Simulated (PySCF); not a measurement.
(Z)-1-bromobut-1-en-3-yne (C4H3Br), SMILES C#C/C=C\Br. Atoms are numbered in the order given.

```xyz
8

C     -1.0052     2.7888     0.0000
C     -0.0172     2.0829     0.0000
C      1.1585     1.2874     0.0000
C      1.2126    -0.0563     0.0000
Br    -0.2996    -1.1782     0.0000
H     -1.8855     3.4034     0.0000
H      2.1195     1.8161     0.0000
H      2.1593    -0.5981     0.0000
```

Geometry: B3LYP-D3(BJ)/def2-SVP.

Two levels are set side by side: PBE/pcSseg-1 (PySCF) and HF/pcSseg-1 (PySCF). GIAO shifts against TMS (¹H), TMS (¹³C) at the same level; non-relativistic, no solvent, atoms listed together averaged. Without spin–orbit terms, shifts of atoms bonded to Cl or Br come out too high at both levels. Differences are taken from unrounded values.

```json
[
 {"quantity": "δ(¹³C) of C1 (ppm)", "PBE": "97.8"},
 {"quantity": "δ(¹³C) of C2 (ppm)", "PBE": "85.2"},
 {"quantity": "δ(¹³C) of C3 (ppm)", "PBE": "122.2"},
 {"quantity": "δ(¹³C) of C4 (ppm)", "PBE": "146.0"},
 {"quantity": "δ(¹H) of H6 (ppm)", "PBE": "3.80"},
 {"quantity": "δ(¹H) of H7 (ppm)", "PBE": "6.29"},
 {"quantity": "δ(¹H) of H8 (ppm)", "PBE": "6.75"}
]
```

These are the PBE values. What does HF give? (Estimate from the structure and the level; the computed values follow.)


| quantity | HF | PBE minus HF |
|---|---|---|
| δ(¹³C) of C1 (ppm) | 103.6 | -5.8 |
| δ(¹³C) of C2 (ppm) | 70.9 | 14.3 |
| δ(¹³C) of C3 (ppm) | 128.2 | -6.0 |
| δ(¹³C) of C4 (ppm) | 146.8 | -0.9 |
| δ(¹H) of H6 (ppm) | 4.45 | -0.66 |
| δ(¹H) of H7 (ppm) | 6.30 | 0.00 |
| δ(¹H) of H8 (ppm) | 6.91 | -0.17 |

Rough cost on one machine, each run with all the roots and properties that it gave: HF against PBE within a factor of 2.
